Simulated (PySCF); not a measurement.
1-chloro-4,4,4-trifluorobuta-1,2-diene (C₄H₂ClF₃), SMILES FC(F)(F)C=C=CCl. The structure is a stationary point at PBE0-D3(BJ)/def2-SVP.

**Question.** Give the equilibrium geometry at PBE0-D3(BJ)/def2-SVP (PySCF confirms it by a frequency run) as Cartesian coordinates in Å. (Estimate from the structure and the level; the computed values follow.)

**Answer.** 
```xyz
10

F     -2.4827    -0.3461     0.4352
C     -1.6226     0.3074    -0.3504
F     -2.3067     0.7261    -1.4197
F     -1.1944     1.3783     0.3082
C     -0.4997    -0.5971    -0.7677
C      0.7563    -0.3463    -0.5078
C      2.0137    -0.0882    -0.2656
Cl     2.8319    -0.6160     1.1595
H     -0.8064    -1.4971    -1.3137
H      2.6317     0.4884    -0.9603
```
Charge 0, spin multiplicity 1.
